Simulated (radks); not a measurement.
Spherical quantum dot in the effective-mass picture: electrons in a parabolic well V = omega^2 r^2 / 2 with omega = 1.15, with a point charge +2 (a donor) at the centre, all in effective atomic units (hartree* = m*/eps^2 hartree, bohr* = eps/m* bohr), one dielectric constant everywhere. Calculated with a radial shooting solver with Libxc functionals: non-relativistic Kohn-Sham, exchange-only LDA, spin-polarised, spherical densities. Levels are named by radial order and angular momentum (1s, 1p, 1d, 2s, ...), and open shells are averaged over m. Results are scaled to m* = 0.034 and eps = 5.3, for which hartree* = 32.94 meV and bohr* = 8.249 nm.

N = 12, configuration 1s2 1p6 1d(up 2, down 0) 2s2. This is the lowest configuration that the search found. Occupied and some empty levels:

level    occupation  eigenvalue (meV)  <r> (nm)
1s up             1            210.46     7.455
1s down           1            211.22     7.334
1p up             3            252.77     13.51
1p down           3            254.75     13.43
2s up             1            265.04     13.92
2s down           1            266.84     13.98
1d up             2            280.58     16.08
1d down           0            282.82     16.07
1f up             0            308.98     17.97
2p up             0            310.37     16.01
1f down           0            311.22     18.01
2p down           0            311.90     16.05
1g up             0            338.65     19.58
1g down           0            340.78     19.63

Energy (meV): total 1747.36, kinetic 528.11, external 48.786, Hartree 1349.7, exchange-correlation -179.19.

Electron density:

r (nm)  n(r) (e/nm^3)
0.562        0.007992
2.68         0.002981
4.80         0.001268
6.92        0.0007096
9.04        0.0005448
11.2        0.0004761
13.3        0.0003951
15.4        0.0002874
17.5        0.0001778
19.6       0.00009240
21.8       0.00004015
23.9       0.00001462
26.0        4.428e-06
28.1        1.123e-06
